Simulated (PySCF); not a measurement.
H₆SSi₂. Atoms are numbered in the order given.

```xyz
9

Si    -1.6407     0.0000     0.4150
S      0.0000     0.0000    -0.9981
Si     1.6407     0.0000     0.4150
H     -1.6075     1.2249     1.2882
H     -2.8932    -0.0069    -0.4108
H     -1.5996    -1.2184     1.2970
H      1.5996     1.2184     1.2970
H      2.8932     0.0069    -0.4108
H      1.6075    -1.2249     1.2882
```

Geometry: PBE-D3(BJ)/def2-SVP.

Method: CAM-B3LYP/def2-TZVPD (PySCF).

The molecule is in vacuum.

```
Item                                                                                                            Value
---------------------------------------------------------------------------------------------  ----------------------
total energy                                                                                       -980.86954 hartree
point group                                                                                                        C2
highest occupied level                                                                                       -8.81 eV
lowest empty level                                                                                            0.37 eV
orbital gap                                                                                                   9.18 eV
dipole moment                                                                                                  0.97 D
quadrupole, principal values (traceless, Buckingham form, about the centre of nuclear charge)  -2.07, -1.89, 3.96 D·Å
mean static polarisability                                                                      79.4 bohr³ (11.76 Å³)
polarisability, principal values                                                               67.2, 75.8, 95.1 bohr³
```
